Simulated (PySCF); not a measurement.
FGaH6Si2.

```xyz
10

Ga    -0.1883    -0.1211     0.0210
F     -1.6761    -1.0681     0.1767
Si    -0.5082     1.8743    -1.3032
H      0.7925     2.3579    -1.8622
H     -1.0669     2.9526    -0.4270
H     -1.4619     1.6282    -2.4270
Si     1.6789    -1.1267     1.1782
H      2.6368    -0.0764     1.6453
H      2.4078    -2.0255     0.2274
H      1.2256    -1.9339     2.3508
```
Charge 0, spin multiplicity 1.

The structure is a stationary point at PBE0-D3(BJ)/def2-SVP.

All values below come from PBE/pcSseg-1 run with PySCF. Non-relativistic, no solvent.

Computed absolute GIAO shielding of each atom: isotropic value and principal components (ppm):
```tsv
atom	σ(iso)	σ11	σ22	σ33	span
Ga1	1053.6	557.8	1086.3	1516.8	959.0
F2	153.4	-92.5	98.0	454.7	547.2
Si3	454.2	440.2	459.1	463.5	23.3
H4	27.8	24.5	26.0	32.8	8.2
H5	27.7	24.9	25.5	32.8	7.9
H6	27.7	24.4	25.6	33.1	8.8
Si7	453.6	439.2	456.4	465.2	26.0
H8	27.8	24.5	26.0	32.7	8.2
H9	27.7	24.9	25.5	32.7	7.8
H10	27.7	24.3	25.5	33.2	8.9
```
